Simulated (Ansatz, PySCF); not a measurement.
Si(F)(NMe2) (C2H6FNSi), SMILES [Si](F)N(C)C (connectivity only; charge and spin as stated), neutral, multiplicity 1. Atoms are numbered in the order given.

```xyz
11

Si    -0.8182     0.8727     0.0000
F      0.4769     1.8969     0.0000
N      0.0274    -0.6336     0.0000
C     -0.7338    -1.8608     0.0000
C      1.4604    -0.8143     0.0000
H     -0.5133    -2.4748    -0.8921
H     -0.5133    -2.4748     0.8921
H     -1.8139    -1.6401     0.0000
H      1.7901    -1.3788     0.8912
H      1.7901    -1.3788    -0.8912
H      1.9590     0.1633     0.0000
```
Charge 0, spin multiplicity 1.

Coordinates come from a PBE0-D3(BJ)/def2-SVP optimisation. The values are those of a single conformer.

Two levels are set side by side: PBE-D3(BJ)/def2-SVP (Ansatz, a program for electronic structure) and PBE0-D3(BJ)/def2-SVP (Ansatz). Each level has its own optimised geometry; the coordinates shown are those of the second. Frequencies come from the Hessian of PySCF at each geometry. Differences are taken from unrounded values.

```tsv
quantity	PBE0-D3(BJ)	PBE-D3(BJ)	PBE-D3(BJ) minus PBE0-D3(BJ)
mean bond length (Å)	1.289	1.300	0.011
bond Si1–F2 (Å)	1.651	1.669	0.018
bond Si1–N3 (Å)	1.727	1.750	0.022
bond N3–C4 (Å)	1.444	1.453	0.009
bond N3–C5 (Å)	1.444	1.453	0.009
bond C4–H6 (Å)	1.105	1.114	0.009
bond C4–H7 (Å)	1.105	1.114	0.009
bond C4–H8 (Å)	1.102	1.111	0.008
bond C5–H9 (Å)	1.105	1.114	0.009
bond C5–H10 (Å)	1.105	1.114	0.009
bond C5–H11 (Å)	1.097	1.106	0.008
highest harmonic wavenumber (cm⁻¹)	3182	3086	-97
mean harmonic wavenumber (cm⁻¹)	1394	1346	-48
zero-point energy (kcal/mol)	53.82	51.96	-1.86
```

GGA bonds tend to be longer and softer than those of functionals with exact exchange. Differences between two approximate levels are no errors against the true value.
